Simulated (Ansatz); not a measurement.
A nudged elastic band was laid between two geometries of a periodic cell of 19 atoms, Al18Cl (surface Al(110), adsorbate Cl).

Theory: DFT PBEsol, scalar-relativistic, plane waves, PAW (Ansatz 0.2.0). Settings: cutoff 420 eV, k mesh 2x4x1, gaussian smearing 0.05 eV, no spin polarisation.

```
movable images  : 7
climbing image  : yes
spring          : 5.0 eV/Å²
optimiser       : quadratic models (default)
start path      : IDPP
force threshold : 0.05 eV/Å
iteration limit : 39
end points      : relaxed
atoms held      : 1 to 6
```

First end point:

```xyz
19
Lattice="12.1500 0.0000 0.0000 0.0000 5.7276 0.0000 0.0000 0.0000 15.8638" Properties=species:S:1:pos:R:3
Al 0.000 0.000 1.000
Al 4.050 0.000 1.000
Al 8.100 0.000 1.000
Al 0.000 2.864 1.000
Al 4.050 2.864 1.000
Al 8.100 2.864 1.000
Al 2.027 1.429 2.429
Al 6.082 1.428 2.437
Al 10.122 1.429 2.424
Al 2.028 4.294 2.452
Al 6.115 4.297 2.436
Al 10.085 4.297 2.419
Al -0.026 -0.018 3.845
Al 4.074 -0.015 3.853
Al 8.109 0.094 3.877
Al -0.028 2.874 3.844
Al 4.076 2.871 3.851
Al 8.107 2.761 3.885
Cl 8.100 4.288 5.718
```

Last end point:

Only the atoms that move by more than 0.05 Å are listed.
```
Al10 2.058 4.296 2.412
Al11 6.041 4.296 2.418
Al12 10.125 4.296 2.459
Al13 0.032 -0.014 3.849
Al14 4.045 0.104 3.866
Al15 8.071 -0.014 3.850
Al16 0.032 2.880 3.849
Al17 4.044 2.771 3.864
Al18 8.071 2.879 3.851
Cl19 4.044 4.306 5.704
```

**Question.** What changes between the two ends?

**Answer.** The atom that moves furthest is Cl19, by 4.06 Å; four of its nearest neighbours are Al18 2.39, Al15 2.40, Al11 3.84, Al12 3.85 Å at the first end and Al14 2.39, Al17 2.40, Al10 3.84, Al11 3.85 Å at the last.

**Question.** What energy profile does the band end with?

**Answer.** The forces met the threshold. The highest image is number 4 of 0 to 8, 0.238 eV above the ends, which have the same energy within 2 meV. Beside the main top the profile has a ripple of under 15 meV (maxima at images 4, 7), which may be a very shallow well or noise. By the program's own check the climbing image is a first-order saddle point (lowest curvatures found: -0.24 and 0.35 eV/Å²). Limits of this set-up: coarse k mesh, thin slab, slab without dipole correction, odd electron count without spin, a typed lattice constant that wasn't relaxed here.

| image | path coordinate (Å) | energy (eV) | Al15–Cl19 (Å) | Al18–Cl19 (Å) | Al14–Cl19 (Å) |
| --- | --- | --- | --- | --- | --- |
| 0 | 0.00 | 0.000 | 2.40 | 2.39 | 4.66 |
| 1 | 0.92 | 0.041 | 3.21 | 2.17 | 5.25 |
| 2 | 1.83 | 0.046 | 3.75 | 2.15 | 5.10 |
| 3 | 2.75 | 0.177 | 3.82 | 2.20 | 4.42 |
| 4 | 3.67 | 0.238 | 4.07 | 2.61 | 3.91 |
| 5 | 4.49 | 0.129 | 4.61 | 3.57 | 3.79 |
| 6 | 5.31 | 0.034 | 5.23 | 4.37 | 3.74 |
| 7 | 6.13 | 0.041 | 5.08 | 4.65 | 3.09 |
| 8 | 6.95 | 0.000 | 4.65 | 4.66 | 2.39 |

**Question.** What is the geometry of the highest image?

**Answer.** 
```xyz
19
Lattice="12.1500 0.0000 0.0000 0.0000 5.7276 0.0000 0.0000 0.0000 15.8638" Properties=species:S:1:pos:R:3
Al 0.000 0.000 1.000
Al 4.050 0.000 1.000
Al 8.100 0.000 1.000
Al 0.000 2.864 1.000
Al 4.050 2.864 1.000
Al 8.100 2.864 1.000
Al 2.061 1.442 2.478
Al 6.073 1.413 2.289
Al 10.089 1.445 2.465
Al 2.060 4.288 2.474
Al 6.073 4.313 2.288
Al 10.090 4.285 2.461
Al -0.004 0.001 3.825
Al 4.089 -0.001 3.788
Al 8.043 -0.001 3.821
Al -0.004 2.866 3.832
Al 4.358 2.862 4.000
Al 7.790 2.863 3.983
Cl 5.881 2.858 5.758
```

Time of the run: 29 min on 2 threads of Intel(R) Xeon(R) Platinum 8488C (Sapphire Rapids), with other jobs on the host, peak memory 2.7 GiB.
